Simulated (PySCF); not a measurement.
Molecule: `InChI=1S/C5H12N2O/c1-4(8)5(2-6)3-7/h5H,2-3,6-7H2,1H3`.

Bonds (- single, = double, # triple, : aromatic): C1-C2, C2=O3, C2-C4, C4-C5, C5-N6, C4-C7, C7-N8. C1 carries H9, H10, H11; C4 carries H12; C5 carries H13, H14; N6 carries H15, H16; C7 carries H17, H18; N8 carries H19, H20.

Frames of a GFN2-xTB Langevin trajectory at 300 K; GIAO PBE0/pcSseg-1 shieldings in PySCF 2.14.0 with density-fitted response routines, gas phase, non-relativistic; equivalent atoms averaged within each frame.

Shifts are taken against calculated references (same method and geometry level): TMS for ¹³C (186.93 ppm), ¹H (31.72 ppm); H2O for ¹⁷O (336.08 ppm); ¹⁵N (267.73 ppm) against NH3. The references are static minima.

Question: How do the shifts (ppm) fluctuate along the trajectory?

Answer: 
```tsv
time (fs)	C2	C4	C5/C7	C1	O3	N6/N8	H14/H18	H13/H17	H9/H10/H11	H12
optimised geometry	213.6	66.7	53.2	30.5	665.2	45.4	2.87	3.62	2.15	1.96
250	216.1	69.1	51.9	31.0	710.5	42.6	3.38	3.35	2.40	1.80
425	216.1	71.3	53.8	31.2	643.6	54.3	3.19	3.89	1.93	3.33
625	219.3	74.2	50.8	36.1	673.0	33.1	2.82	2.98	2.29	2.32
800	228.3	76.6	50.4	43.5	689.4	46.4	3.26	3.07	3.80	2.57
1000	208.6	57.2	51.1	32.7	674.8	39.0	2.34	4.31	2.04	2.91
mean of frames	217.7	69.7	51.6	34.9	678.3	43.1	3.00	3.52	2.49	2.59
standard deviation	7.1	7.5	1.3	5.2	24.5	7.9	0.42	0.57	0.75	0.58
```

5 frames give an uncertainty of the mean of about the standard deviation over 2.2 at best, since frames this close in time may not be independent; classical motion lacks zero-point vibration, and the reference would need the same averaging.
